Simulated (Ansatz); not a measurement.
Coupled-cluster run, C$_{3}$H$_{6}$OSi, SMILES `C=C1OC[SiH2]1`.

```yaml
crystal:
  periodic: [false, false, false]
  atoms:
    - {symbol: C, position_ang: [-1.244577, -0.860062, -1.404555]}
    - {symbol: C, position_ang: [-0.474427, -0.354185, -0.452028]}
    - {symbol: O, position_ang: [-0.548384, -0.726587, 0.879469]}
    - {symbol: C, position_ang: [0.467580, 0.083706, 1.525216]}
    - {symbol: Si, position_ang: [0.907259, 0.873440, -0.145614]}
    - {symbol: H, position_ang: [-1.995622, -1.612734, -1.190906]}
    - {symbol: H, position_ang: [-1.129578, -0.520272, -2.424571]}
    - {symbol: H, position_ang: [0.010488, 0.722234, 2.284184]}
    - {symbol: H, position_ang: [1.214734, -0.558266, 1.996656]}
    - {symbol: H, position_ang: [0.612336, 2.318632, -0.327530]}
    - {symbol: H, position_ang: [2.245491, 0.576895, -0.719921]}
basis:
  gaussian: {orbitals: def2-TZVPP}
correlation: {method: ccsd_t}
output: {orbitals: {seedname: orbitals}}
```

```sh
$ ansatz run in.yaml --threads 4 --pin off --events-out ev --progress --plain --max-ram 10444MiB
```

Log, shortened:

```
Functional definition: HF
1485 factors; integrals over basis functions are off by at most 9.2e-4 eV
mean field evaluation 1: about -13082.4552 eV, gradient 3.4e1 eV
mean field evaluation 2: about -13082.8048 eV, gradient 3.4e1 eV
mean field evaluation 4: about -13086.1425 eV, gradient 5.0e0 eV
mean field evaluation 8: about -13086.2157 eV, gradient 3.7e-1 eV
mean field evaluation 16: about -13086.2167 eV, gradient 1.7e-6 eV
mean field -13086.21670754 eV, -480.9095938458 hartree, gradient 1.7e-6 eV, S^2 0.000000; 0 other end points of the search recorded, 0 dependent functions left out
9 core orbitals not correlated: weight in the atoms' cores, before any rotation towards them, 1.000 or more for the frozen orbitals, at most 0.000 for the correlated occupied ones
reference -13086.21670754 eV, -480.9095938458 hartree; 14, 14 occupied and 227, 227 virtual orbitals, 1485 factors
second order -22.82707477 eV of doubles, -0.00000000 eV of singles
cycle   1  -23.12005606 eV  change   -2.9e-1 eV  update   1.1e-1
cycle   2  -23.74324309 eV  change   -6.2e-1 eV  update   3.7e-2
cycle   3  -23.90420399 eV  change   -1.6e-1 eV  update   2.0e-2
cycle   4  -23.89502424 eV  change    9.2e-3 eV  update   5.4e-3
cycle   5  -23.89315267 eV  change    1.9e-3 eV  update   2.8e-3
cycle   6  -23.89441856 eV  change   -1.3e-3 eV  update   8.7e-4
cycle   7  -23.89399132 eV  change    4.3e-4 eV  update   4.3e-4
cycle   8  -23.89391200 eV  change    7.9e-5 eV  update   1.6e-4
cycle   9  -23.89395808 eV  change   -4.6e-5 eV  update   6.6e-5
cycle  10  -23.89394375 eV  change    1.4e-5 eV  update   2.2e-5
perturbative correction -1.07197454 eV, -0.0393943379 hartree
Total energy: -13111.18262583 eV, -481.8270744207 hartree
```

Run time 64 s (4 threads of an Intel Xeon Platinum 8488C on a shared host); peak host memory 5.4 GiB.

Correlation energy per correlated electron: -0.892 eV. T1 diagnostic: 0.0138.
